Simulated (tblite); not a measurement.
Question: Give a GFN2-xTB geometry of InChI=1S/C5H6NOS2/c6-1-4(2-7)5-3-8-9-5/h2,4-5,7H,3H2/t4-,5-/m0/s1. (Doublet state.)

Answer: 
```xyz
15
C5H6NOS2 angstrom
N      1.4090    2.8341    0.8903
C      1.0044    1.8684    0.4322
C      0.5374    0.6078   -0.1102
C      1.4595   -0.4584    0.3315
O      1.8355   -1.3911   -0.5928
C     -0.9159    0.3362    0.3595
C     -1.5330   -0.8673   -0.3419
S     -2.5230    0.0453   -1.5883
S     -2.0911    1.6137   -0.2663
H      0.5443    0.6617   -1.2054
H      1.7390   -0.5752    1.3628
H      2.4938   -1.9898   -0.2260
H     -0.9545    0.2926    1.4494
H     -2.1976   -1.4408    0.3029
H     -0.8123   -1.5291   -0.8194
```

Orientation and origin are arbitrary. Atoms count from 1 in this order. S8 (sulfur bonded to C and S) is bent (angle 80.4°). The 4 C–C bonds span 1.450 Å (C2–C3, drawn single) to 1.551 Å (C3–C6, drawn single), a spread of 0.101 Å. Of the pairs four or more bonds apart, C4···H15 is among the closest relative to their van der Waals radii: 2.76 Å, 95 % of the sum of Bondi's values. The 4-membered ring C6–C7–S8–S9 has internal angles of 80.0° to 98.0° (sum 356°, against 360° for a flat polygon); it is puckered, 0.12 Å rms from its mean plane, widest ring torsion 17°.

Bonds between heavy atoms (Å): N1≡C2 1.143, C2–C3 1.450, C3–C4 1.477, C4–O5 1.366, C3–C6 1.551, C6–C7 1.524, C7–S8 1.835, S8–S9 2.096, C6–S9 1.845.

Structure optimised with GFN2-xTB, isolated species. This method treats the open shell by occupation alone, without spin polarisation.

Point group: C1 (no symmetry element, even within 0.4 Å). Its lowest GFN2-xTB frequency is 14 cm⁻¹, too small to tell a flat minimum from a shallow saddle. Torsions: C2–C3–C4–O5 -137°, C3–C4–O5–H 175°, C2–C3–C6–C7 172°, C3–C6–C7–S8 -100°, C6–C7–S8–S9 -15°, C7–S8–S9–C6 13°, C3–C6–S9–S8 102°.

The run took 1.1 s wall on an Arm Neoverse V1 with one thread, shared host with 32 logical CPUs at a one-minute load of 28. This is the geometry optimisation.

One conformer stands for the species.

The numbers are calculated, not measured.
